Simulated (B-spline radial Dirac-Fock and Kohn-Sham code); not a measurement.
**Magnetic form factor of the 3d shell of Zn⁶⁺**

System: zinc as Zn⁶⁺, [Ar] 3d6.

Input of the calculation (task.json; shells as n, l, electrons):

```json
{"items": [{
  "Z": 30,
  "q": 6,
  "cfg": [[1, 0, 2], [2, 0, 2], [2, 1, 6], [3, 0, 2], [3, 1, 6], [3, 2, 6]],
  "A": 64,
  "rrms": 3.9283,
  "do": ["scatter"],
  "s": [0.0, 0.05, 0.1, 0.15, 0.2, 0.25, 0.3, 0.35, 0.4, 0.45, 0.5, 0.6, 0.7, 0.8, 0.9, 1.0, 1.1, 1.2, 1.4, 1.6, 1.8, 2.0, 2.5, 3.0, 3.5, 4.0, 5.0, 6.0],
  "pz": [0, 0.1, 0.14, 0.2, 0.29, 0.42, 0.59, 0.85, 1.2, 1.7, 2.5, 3.5, 5.1, 7.2, 10.0, 15.0, 21.0, 30.0, 43.0, 61.0, 88.0],
  "hv_scatter": [1000, 2000, 8047.8, 10000, 17479.3, 50000, 200000, 1000000]
}]}
```

Launch: `python xray_run.py task.json out`

These are calculated numbers from a radial B-spline solver; the model is Dirac-Fock orbitals of the configuration average with a finite nucleus. ⟨j_K⟩ is the integral of the 3d radial density with the spherical Bessel function j_K(4πsr), s = sin θ/λ.

```csv
s (Å⁻¹),⟨j0⟩,⟨j2⟩,⟨j4⟩
0,1.0000,0.0000,0.0000
0.05,0.9891,0.0043,0.0000
0.1,0.9574,0.0169,0.0001
0.15,0.9071,0.0363,0.0007
0.2,0.8417,0.0606,0.0020
0.25,0.7657,0.0875,0.0044
0.3,0.6832,0.1148,0.0083
0.35,0.5987,0.1404,0.0137
0.4,0.5155,0.1628,0.0205
0.45,0.4366,0.1810,0.0285
0.5,0.3637,0.1944,0.0374
0.6,0.2405,0.2071,0.0560
0.7,0.1481,0.2039,0.0732
0.8,0.0832,0.1897,0.0867
0.9,0.0399,0.1694,0.0956
1,0.0125,0.1467,0.0999
1.1,-0.0039,0.1243,0.1003
1.2,-0.0128,0.1035,0.0977
1.4,-0.0182,0.0692,0.0869
1.6,-0.0164,0.0447,0.0729
```

Radial moments of the shell: ⟨r²⟩ = 0.5935, ⟨r⁴⟩ = 0.6940, ⟨r⁶⟩ = 1.373 in powers of bohr.
